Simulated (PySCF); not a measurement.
HfO, singlet, at a GFN2-xTB geometry (such geometries of metal compounds can be far from the true shape) (core potentials on Hf). Base run: M062X/def2-SVPD in PySCF.

Here is a job for PySCF.
```python
from pyscf import gto, scf, dft, solvent

mol = gto.M(
    atom='''
Hf   -0.00000000   -0.00000000   -0.17306247
O     0.00000000    0.00000000    1.55756225
''',
    basis='def2-svpd',
    ecp={'Hf': 'def2-svpd'},
    verbose=4,
)

mf = dft.RKS(mol)
mf.xc = 'm062x'
mf.kernel()
```

Variants of this job, named by their change:

| change | ΔE vs base (kcal/mol) | dipole (D) | HOMO-LUMO gap (eV) |
|---|---|---|---|
| base | 0.000 | 3.59 | 5.21 |
| model = IEF-PCM; solvent = water | -10.95 | 6.03 | 5.06 |
| model = IEF-PCM; solvent = dichloromethane | (withheld) | (withheld) | (withheld) |
| model = IEF-PCM; solvent = chloroform; vdw_scale = 1.1 | -11.08 | 5.54 | 5.07 |
| model = ddCOSMO; solvent = chloroform | -31.98 | 6.37 | 5.01 |
| model = IEF-PCM; solvent = methanol | -10.58 | 5.94 | 5.07 |
| model = IEF-PCM; solvent = chloroform; lebedev_order = 11 | -7.47 | 5.15 | 5.11 |
| model = IEF-PCM; solvent = chloroform; vdw_scale = 1.0 | -17.50 | 5.97 | 5.03 |
| model = SS(V)PE; solvent = chloroform | (withheld) | (withheld) | (withheld) |
| model = IEF-PCM; solvent = tetrahydrofuran | -8.66 | 5.47 | 5.09 |
| model = COSMO; solvent = chloroform | (withheld) | (withheld) | 5.11 |
| model = IEF-PCM; solvent = chloroform; vdw_scale = 1.4 | -3.90 | 4.67 | 5.15 |

### Question
Fill in the missing entries.

### Answer

- model = IEF-PCM; solvent = dichloromethane, ΔE vs base (kcal/mol): -9.05
- model = IEF-PCM; solvent = dichloromethane, dipole (D): 5.57
- model = IEF-PCM; solvent = dichloromethane, HOMO-LUMO gap (eV): 5.08
- model = SS(V)PE; solvent = chloroform, ΔE vs base (kcal/mol): -7.43
- model = SS(V)PE; solvent = chloroform, dipole (D): 5.18
- model = SS(V)PE; solvent = chloroform, HOMO-LUMO gap (eV): 5.10
- model = COSMO; solvent = chloroform, ΔE vs base (kcal/mol): -7.11
- model = COSMO; solvent = chloroform, dipole (D): 5.12

The base is the gas phase, so ΔE is the electrostatic part of solvation at a fixed geometry, without cavity and dispersion terms.
